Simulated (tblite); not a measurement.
Run record: tight-binding relaxation, `C/C(C=O)=N\[SiH2][SiH2]O[SiH3]`.

Computed with GFN2-xTB geometry optimisation, gas phase (tblite 0.8.0). Start geometry: from a force field or distance geometry. The command runs a driver script over a list of jobs; the input below is this job's line of settings and its coordinates in Å.

Command:
```bash
OMP_NUM_THREADS=1 python probes_run.py task.json out
```

Input:
```
{"job": {"kind": "relax", "xc": "GFN2-xTB", "basis": "xTB"}, "charge": 0, "multiplicity": 1}
C      2.865800    -0.819600    -0.268500
C      1.847400     0.121600     0.353000
C      2.244500     0.691900     1.718500
O      3.216800     0.312400     2.315600
N      0.680400     0.460000    -0.075300
Si     0.032300    -0.145500    -1.583000
Si    -2.223900     0.388200    -1.867600
O     -3.127100    -0.071800    -0.548200
Si    -3.095900     0.066400     1.098800
H      3.850500    -0.663000     0.156300
H      2.930500    -0.647300    -1.345700
H      2.551500    -1.854100    -0.077900
H      1.548400     1.479100     2.095100
H      0.869900     0.418100    -2.678200
H      0.221800    -1.609000    -1.560100
H     -2.387300     1.852300    -2.046800
H     -2.754300    -0.289400    -3.073600
H     -2.011600    -0.780600     1.641500
H     -2.875500     1.489900     1.476700
H     -4.389400    -0.388900     1.662800
```

Output:
```
step      E/eV     max force
  0    -771.28032    1.979
  1    -771.34848    1.390
  2    -771.40271    0.486
  3    -771.43619    0.415
  4    -771.45382    0.506
  5    -771.47038    0.417
  6    -771.48479    0.262
  7    -771.50059    0.340
  8    -771.51162    0.257
  9    -771.52058    0.275
... (227 lines left out)
237    -771.82387    0.029
238    -771.82401    0.024
239    -771.82409    0.024
240    -771.82419    0.027
241    -771.82429    0.024
242    -771.82443    0.019
243    -771.82447    0.014
244    -771.82452    0.017
245    -771.82455    0.014
246    -771.82459    0.009
```

«max force» is the largest atomic force in eV/Å.

Q: From which step on does the largest force stay under 0.1 eV/Å, and how much energy is left to gain from there?

A: From step 110 (0.078 eV/Å), 27.0 meV above the end.

In short: energy lowered by 12.6 kcal/mol over 246 steps; largest atomic force 0.009 eV/Å at the end.

Hardware: one thread of an Arm Neoverse N1, on a shared host. Cost: 4.6 s of wall time.
Labels such as C1 count atoms from 1, the log's own numbers from 0.
